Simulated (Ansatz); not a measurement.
The same molecule with X = F, Cl, Br, I. Ansatz, PBE0-D4/def2-TZVP geometries, multiplicity 1. Each molecule was computed in one conformer, which needn't be the lowest.

Elements past krypton have def2 core potentials. Scalar relativity is left out up to krypton.

```
 X  molecule  mean X–C bond length / Å  size of the dipole moment (PBE/def2-TZVPP) / D  LUMO energy (B3LYP/def2-TZVPP) / eV  HOMO–LUMO gap (PBE/def2-TZVPP) / eV
 F    `N=CF`                     1.328                                            2.62                                -0.48                                 5.86
Cl   `N=CCl`                     1.729                                            2.38                                -1.00                                 5.17
 I    `N=CI`                     2.104                                            2.22                                -1.17                                 4.50
```

(1) Give the row for X = Br, `N=CBr`. (An estimate is asked.)

Answers

(1) Computed: 
| X | molecule | mean X–C bond length / Å | size of the dipole moment (PBE/def2-TZVPP) / D | LUMO energy (B3LYP/def2-TZVPP) / eV | HOMO–LUMO gap (PBE/def2-TZVPP) / eV |
| --- | --- | --- | --- | --- | --- |
| Br | `N=CBr` | 1.897 | 2.38 | -1.10 | 5.05 |

From F to I the mean X–C bond length rises at each step, by 0.776 Å in all; the LUMO energy (B3LYP/def2-TZVPP) falls at each step, by 0.69 eV in all; the HOMO–LUMO gap (PBE/def2-TZVPP) falls at each step, by 1.36 eV in all. Bonds lengthen as the atom grows down the group. Dipoles are sizes alone, and their direction can turn along the series.

B3LYP here is the variant with VWN-RPA as its local correlation; programs differ in this.

Spin–orbit coupling is left out; it splits and shifts lone-pair levels of the heavy atoms by tenths of an eV.
